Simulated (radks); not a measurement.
The hydrogen anion H-, [He], held by a Watson sphere: a shell of charge +1 at radius R that stands for the Madelung well of a crystal (potential energy -1/R inside, -1/r outside, in hartree with lengths in bohr). Calculated with a radial shooting solver on a logarithmic mesh with Libxc functionals: non-relativistic Kohn-Sham, LB94 model potential, spin-polarised, spherical densities, point nucleus. Response by self-consistent Sternheimer equations with the Hartree and adiabatic LDA kernel. The sphere does not respond.

R (bohr)	e(1s) (eV)	<r> 1s (bohr)	sum of <r^2> (bohr^2)	X-ray form factor at sin(theta)/lambda = 0.3 1/angstrom	alpha (bohr^3)
1.44	-12.695	1.601	6.733	0.419	9.155
1.58	-12.145	1.655	7.198	0.390	10.41
1.86	-11.187	1.752	8.095	0.347	13.12
2.66	-9.168	1.966	10.35	0.293	21.88
2.95	-8.612	2.023	11.05	0.286	25.29
3.23	-8.136	2.071	11.66	0.281	28.64
